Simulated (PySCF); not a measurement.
# Correlation energy of N²⁺ (nitrogen, charge +2)

[He] 2s1 2p2, high-spin 4P determinant (an excited configuration). Calculation: PySCF 2.14, in dyall-av2z; the non-relativistic Hamiltonian (point nucleus). Frozen: 1s2; 3 electrons correlated; the 8 highest virtual orbitals of each spin left out.

```json
{"level": "CCSD", "correlation energy (mhartree)": "-13.26"}
{"level": "(T)", "correlation energy (mhartree)": "-0.02"}
{"level": "CCSD(T)", "correlation energy (mhartree)": "-13.28"}
{"level": "CCSDT", "correlation energy (mhartree)": "-13.29"}
```

Diagnostics: T1 = 0.0011, D1 = 0.0017, largest double amplitude 0.018.

Cost of the coupled-cluster step: of the order of 0.17 core-seconds, for 3 correlated electrons.

Iterations:

```
CC2 = 0
CCSD nocc = (np.int64(3), np.int64(0)), nmo = (33, 33)
frozen orbitals [[0, 34, 35, 36, 37, 38, 39, 40, 41], [0, 34, 35, 36, 37, 38, 39, 40, 41]]
max_cycle = 100
direct = 0
conv_tol = 1e-08
conv_tol_normt = 1e-06
diis_space = 8
diis_start_cycle = 0
Init t2, MP2 energy = -0.0103480454704391
Init E_corr(UCCSD) = -0.0103480454734605
cycle = 1  E_corr(UCCSD) = -0.0125359892584489  dE = -0.00218794378  norm(t1,t2) = 0.0108589
cycle = 2  E_corr(UCCSD) = -0.0130611975753525  dE = -0.000525208317  norm(t1,t2) = 0.00327747
cycle = 3  E_corr(UCCSD) = -0.0132694306435433  dE = -0.000208233068  norm(t1,t2) = 0.00113721
cycle = 4  E_corr(UCCSD) = -0.0132619742973739  dE = 7.45634617e-06  norm(t1,t2) = 0.000124206
cycle = 5  E_corr(UCCSD) = -0.0132622820228701  dE = -3.07725496e-07  norm(t1,t2) = 1.07101e-05
cycle = 6  E_corr(UCCSD) = -0.0132622619654618  dE = 2.00574083e-08  norm(t1,t2) = 3.96785e-07
cycle = 7  E_corr(UCCSD) = -0.0132622631533076  dE = -1.18784575e-09  norm(t1,t2) = 3.75862e-08
UCCSD converged
E(UCCSD) = -52.64285302800717  E_corr = -0.01326226315330756
UCCSD(T) correction = -2.03905548223009e-05
```
